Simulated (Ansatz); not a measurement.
Isolated molecules relaxed with PBE0-D4/def2-TZVP in Ansatz; ΔE leaves out vibrations. CBS: MP2 limit from def2 TZ/QZ plus the TZ coupled-cluster correction, frozen cores. DFT in def2-TZVPP. B3LYP here is the variant with VWN-RPA as its local correlation; programs differ in this. For Br outer-core shells are correlated without core-valence functions, which leaves a few kJ/mol of doubt a bond. Scalar relativity is left out up to krypton. One conformer a species, not always the lowest.

Consider the redistribution: `NB(F)Br` + `O[SiH2][SiH2][SiH2]F` → `O[SiH2]B(F)Br` + `N[SiH2][SiH2]F`.

`NB(F)Br`:

Cartesian coordinates in Å:
```
N -0.468 -0.597 -0.244
B 0.293 0.416 0.316
F 0.224 0.684 1.613
Br 1.483 1.479 -0.771
H -0.438 -0.823 -1.222
H -1.093 -1.159 0.308
```

`O[SiH2][SiH2][SiH2]F`:

```xyz
12

O     2.111    0.051    0.225
Si    1.235    0.525   -1.097
Si   -0.876   -0.431   -0.772
Si   -1.316   -0.279    1.522
F    -2.835   -0.700    1.839
H     3.027    0.329    0.282
H     1.883    0.081   -2.365
H     1.121    2.012   -1.161
H    -0.894   -1.853   -1.212
H    -1.894    0.327   -1.552
H    -0.428   -1.181    2.297
H    -1.134    1.119    1.995
```

`O[SiH2]B(F)Br`:

Z-matrix (Å, degrees):
```
Si
B 1 2.031
O 1 1.646 2 110.1
H 1 1.485 2 110.9 3 119.7
H 1 1.491 2 107.6 3 -122.1
Br 2 1.933 1 118.8 3 11.1
F 2 1.312 1 124.5 3 -170.2
H 3 0.960 1 116.4 2 -21.7
```

`N[SiH2][SiH2]F`:

Cartesian coordinates in Å:
```
N -0.990 -1.155 0.925
Si 0.548 -0.636 0.348
Si 0.200 1.232 -1.028
F -0.672 2.317 -0.214
H -1.624 -0.475 1.314
H -1.078 -2.038 1.401
H 1.557 -0.286 1.396
H 1.142 -1.736 -0.461
H 1.478 1.884 -1.422
H -0.562 0.892 -2.259
```

```
         level  ΔE (eV)
        PBE-D4     1.17
        r2SCAN     1.16
         B3LYP     1.11
MP2/def2-TZVPP     1.12
MP2/def2-QZVPP     1.09
  HF/CBS(def2)     1.08
 MP2/CBS(def2)     1.09
CCSD/CBS(def2)     1.09
```

Task: What does CCSD(T)/CBS give? (An estimate is asked.)

Result: Ansatz gave: +1.09 eV. The listed levels differ from it by 0.08, 0.07, 0.02, 0.03, 0.00, -0.01, 0.00, 0.00 eV.

Largest T1 diagnostic among the species: 0.013.
